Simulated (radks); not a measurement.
These are the eigenvalues of the occupied orbitals of an atom or ion with whole-number occupations (hartree). Calculated with a radial shooting solver on a logarithmic mesh with Libxc functionals: Dirac Kohn-Sham, exchange-only PBE, spin-unpolarised, spherical densities, finite nucleus; Fermi nuclear charge, rms radius of each element as measured or else 0.836 A^(1/3) + 0.57 fm.

orbital  eigenvalue
1s1/2     -328.3573
2s1/2     -72.43562
2p1/2     -69.89266

Which element is it, and in what charge state? The configuration may be excited. Open shells, if any, fill j = l - 1/2 first.

Answer. Z = 27, cobalt, charge +22: Co22+ in [He] 2s2 2p1. The list shows which subshells hold electrons but not how many an open one holds; the 1s level, -328.36 hartree, gives Z - s = 25.6 by -(Z - s)^2/2, which with screening and relativity narrows Z to a few neighbours, and the depths of the outer levels then fix element, charge and occupations together.
